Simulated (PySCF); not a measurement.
Pb(I)(SiH3) (H3IPbSi), SMILES [SiH3][Pb][I] (connectivity only; charge and spin as stated), neutral, multiplicity 1. Atoms are numbered in the order given.

```xyz
6

Pb     0.5690    -0.8738     0.0000
I     -0.1791     1.8599     0.0000
Si    -2.0936    -1.5637     0.0000
H     -2.3340    -3.0459     0.0000
H     -2.7611    -0.9929    -1.2142
H     -2.7611    -0.9929     1.2142
```

Geometry: PBE0-D3(BJ)/def2-SVP. The def2 effective core potentials stand for the cores of I, Pb; spin–orbit coupling is left out.

These are PBE0-D3(BJ)/def2-SVP in PySCF values and carry that method's errors.

Frequencies are harmonic and unscaled.

```tsv
mode	ν (cm⁻¹)	IR (km/mol)	moving atoms (share of kinetic energy)
1	65	0.6	Si 57 %, I 19 %, H 14 %, Pb 11 %
2	74	0.1	H 99 %
3	165	16.7	I 62 %, Pb 37 %
4	250	12.9	Si 78 %, Pb 13 %, H 9 %
5	347	9.0	H 93 %
6	421	4.6	H 89 %, Si 11 %
7	825	353.4	H 91 %, Si 9 %
8	921	45.7	H 97 %
9	933	34.4	H 97 %
10	2185	129.7	H 98 %
11	2204	71.6	H 96 %
12	2213	84.1	H 96 %
```
